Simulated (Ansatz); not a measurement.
Mulliken charges of C₂H₆SSi, SMILES `CC[Si]S` from r2SCAN/def2-TZVPP in Ansatz (PBE0-D4/def2-TZVP geometry).

| atom | x (Å) | y (Å) | z (Å) | charge (e) |
| --- | --- | --- | --- | --- |
| C1 | 0.504 | 1.431 | 0.057 | -0.116 |
| C2 | -0.155 | 0.060 | -0.045 | -0.177 |
| Si3 | 1.015 | -1.386 | 0.385 | 0.213 |
| S4 | -0.317 | -3.028 | 0.079 | -0.238 |
| H5 | -0.193 | 2.235 | -0.189 | 0.043 |
| H6 | 1.356 | 1.516 | -0.624 | 0.043 |
| H7 | 0.881 | 1.619 | 1.066 | 0.043 |
| H8 | -1.023 | -0.008 | 0.624 | 0.049 |
| H9 | -0.546 | -0.113 | -1.056 | 0.048 |
| H10 | -1.438 | -2.377 | -0.294 | 0.093 |

Question: By hand: the dipole of these point charges (1 e Å = 4.8032 D).

Answer: Σ q r = (0.138, 0.253, 0.028) e Å, of length 0.290 e Å = 1.39 D.

Question: How does the dipole of the full density compare? (Best estimate.)

Answer: Ansatz gave: (-0.276, 0.333, -0.101) e Å, 2.13 D; the point charges give 0.65 times that, at 70° from its direction.

Point charges leave out the atoms' own dipoles, such as those of lone pairs, and Mulliken's split depends on the basis, so the two needn't agree.
